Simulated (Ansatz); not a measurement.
Relaxation of Cu₂O⁺ with UKS r2SCAN-D4/def2-TZVP.

```sh
$ ansatz run in.yaml --threads 2 --pin off --events-out ev --progress --plain --max-ram 4352MiB
```

```yaml
crystal:
  periodic: [false, false, false]
  atoms:
    - {symbol: Cu, position_ang: [-0.025513, -1.295827, -0.016426]}
    - {symbol: Cu, position_ang: [-0.774367, 1.039229, 0.020766]}
    - {symbol: O, position_ang: [0.799889, 0.256589, -0.004339]}
basis:
  gaussian: {orbitals: def2-TZVP}
total_charge: 1
magnetization: {spin_polarized: true, initial_magnetization: 1}
hamiltonian: {xc: r2scan, dispersion: d4}
scf: {lower_state_search: "off"}
output: {orbitals: {seedname: orbitals}}
relax: {f_tol: 0.02, max_steps: 100}
```

Run time 37 s (2 threads of Arm Neoverse V1 on a shared host).

Positions (Å) and forces (eV/Å) at steps 1, 2, 3, 4, 5, 6, 7 of 7:

```xyz
3
step=1 energy=-91319.4788 eV
Cu   -0.026   -1.296   -0.016    0.153   -0.773   -0.011
Cu   -0.774    1.039    0.021   -0.325    0.718    0.012
O     0.800    0.257   -0.004    0.173    0.055   -0.001
3
step=2 energy=-91319.5197 eV
Cu   -0.008   -1.325   -0.017    0.165   -0.497   -0.008
Cu   -0.777    1.073    0.021   -0.155    0.501    0.008
O     0.784    0.252   -0.004   -0.010   -0.003    0.000
3
step=3 energy=-91319.6037 eV
Cu    0.069   -1.414   -0.019    0.069   -0.340   -0.005
Cu   -0.767    1.190    0.023   -0.142    0.316    0.005
O     0.698    0.224   -0.004    0.073    0.024    0.000
3
step=4 energy=-91319.6759 eV
Cu    0.198   -1.560   -0.022    0.089    0.130    0.001
Cu   -0.746    1.384    0.025    0.147   -0.054   -0.002
O     0.549    0.176   -0.003   -0.236   -0.076    0.001
3
step=5 energy=-91319.6721 eV rejected
Cu    0.278   -1.639   -0.024    0.042    0.516    0.006
Cu   -0.727    1.495    0.026    0.334   -0.395   -0.008
O     0.449    0.144   -0.002   -0.376   -0.121    0.002
3
step=6 energy=-91319.6857 eV
Cu    0.236   -1.587   -0.023    0.040    0.062    0.000
Cu   -0.731    1.429    0.025    0.069   -0.027   -0.001
O     0.495    0.159   -0.003   -0.109   -0.035    0.001
3
step=7 energy=-91319.6890 eV
Cu    0.274   -1.610   -0.023    0.002   -0.002    0.000
Cu   -0.714    1.469    0.026    0.001    0.003    0.000
O     0.440    0.141   -0.002   -0.003   -0.001    0.000
```

The structure comes from a short search, and lower isomers may exist.
